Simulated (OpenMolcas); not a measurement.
# What dynamic correlation does to the levels of F3+

```
Program             : OpenMolcas
Basis               : ANO-L-VQZP [5s4p3d2f]
Scalar Hamiltonian  : non-relativistic, point nucleus
Active space        : 4 electrons in 4 orbitals (2s 2p)
State averaging     : 2S+1 = 3 even, 3 roots; 2S+1 = 1 even, 6 roots; 2S+1 = 5 odd, 1 root; 2S+1 = 3 odd, 9 roots; 2S+1 = 1 odd, 8 roots
Spin-orbit coupling : state interaction with AMFI integrals over the reference wave functions, term energies averaged over their components
```

Methods on the same reference wave functions:
A. CASSCF
B. SS-CASPT2, IPEA 0.25 Eh, imaginary shift 0.1 Eh (closed shells correlated: 1s)

Energies in cm-1 above 2s2 2p2 3P0, the measured ground level; measured values from Moore, Atomic Energy Levels, vol. I, NSRDS-NBS 35 (1971 reprint of NBS Circular 467, 1949).

```tsv
Level	A	B	Measured
2s2 2p2 3P0	0.0	0.0	0.0
2s2 2p2 3P1	215	214	225
2s2 2p2 3P2	627	626	613
2s2 2p2 1D2	27905	25550	25241
2s2 2p2 1S0	50964	53270	53544
2s 2p3 5S* 2	61727	71110	
2s 2p3 3D* 2	150429	145700	147889
2s 2p3 3D* 1	150429	145700	147902
2s 2p3 3D* 3	150433	145710	147842
2s 2p3 3P* 0	177484	174090	
2s 2p3 3P* 1	177485	174100	175242
2s 2p3 3P* 2	177489	174100	175237
2s 2p3 1D* 2	243803	229260	
2s 2p3 3S* 1	251017	238800	
2s 2p3 1P* 1	270629	257400	257390
```

Deviations, from unrounded energies. A percentage is the sum of absolute deviations over the sum of measured energies, with the sign that they share, or ± where signs differ.

| Against measurement | Levels | A | B |
| --- | --- | --- | --- |
| mean absolute deviation (cm-1) | 10 | 3100 | 940 |
| fine structure of the ground term (%) | 2 | ±2.8 | ±2.8 |
| other terms of the ground configuration (%) | 2 | ±6.7 | ±0.7 |
| other configurations (%) | 6 | +2.4 | ±0.8 |

B lies closest to measurement on these levels. The largest miss of B in the table is 2s 2p3 3D* 1, by -2200 cm-1. The ranking rests on the paired levels alone, and a cruder setting can come out closer through cancelling errors.

From A to B the spin-free energies of the other terms of 2s2 2p2 shown, above 3P, scale by factors of 0.91 to 1.05.

The lowest spin-free term lies below A's lowest term by 0.087 hartree in B.

CASPT2 breaks the degeneracy within a term, and the mean is taken; among the terms shown or strongly mixed into the levels shown the widest spread is 220 cm-1 (2s 2p3 1D*, B). Computed and measured levels are paired by configuration, term and J; levels that our copy of the source lacks, or whose pairing is in doubt (as where it misses far off the trend of its configuration), stay unpaired and out of the deviations. Only configurations of the active space appear.

* marks odd parity.
